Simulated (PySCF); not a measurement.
## Which determinant of BeSi lies lowest?

Unrestricted PBE0; Be pcseg-1, Si pcseg-1; no relativity (PySCF 2.14). Outer shells of the fragments: Be 2s2; Si 3s2 3p2.

Followed along the bond (rough minima from three points):

```tsv
2Ms+1	unpaired	⟨S²⟩ at the start	R at minimum (Å)	Te (eV)
3	π ↑↑	2.01	2.13	0.00
1	π ↑↓	1.01	2.12	0.24
3	σ ↑, π ↑	2.00	2.29	0.53
1	σ ↓, π ↑	1.01	2.30	0.62
1	none	0.00	2.12	0.94
```

Solutions found at the starting distance of 2.075 Å, counted from the lowest of them; the search is not exhaustive and high or unbound solutions are not listed, so other states can lie among these:

```csv
2Ms+1,unpaired,term,E (eV),⟨S²⟩,⟨Lz²⟩,μ (D)
3,π ↑↑,³Σ⁻,0.00,2.01,0.00,-2.41
1,π ↑↓,mixed,0.24,1.01,2.01,-2.38
3,"σ ↑, π ↑",³Π,0.70,2.00,1.00,0.27
1,"σ ↓, π ↑",mixed,0.80,1.01,1.00,0.17
1,none,mixed,0.94,0.00,2.00,-2.29
3,"σ ↑↑, π ↑↓",mixed,1.53,3.01,2.01,0.67
1,"σ ↓↓, π ↑↑",mixed,1.71,2.02,0.00,0.24
3,"σ ↑, π ↑",³Π,1.96,2.01,1.02,-2.37
1,"σ ↓, π ↑",mixed,2.31,1.07,1.00,-2.43
3,π ↑↑,mixed,3.09,2.08,2.00,-1.13
```

A term symbol is given only where ⟨S²⟩ and ⟨Lz²⟩ are close to those of a pure state; real π, δ and φ orbitals otherwise mix terms. A positive dipole means Be(−)Si(+).
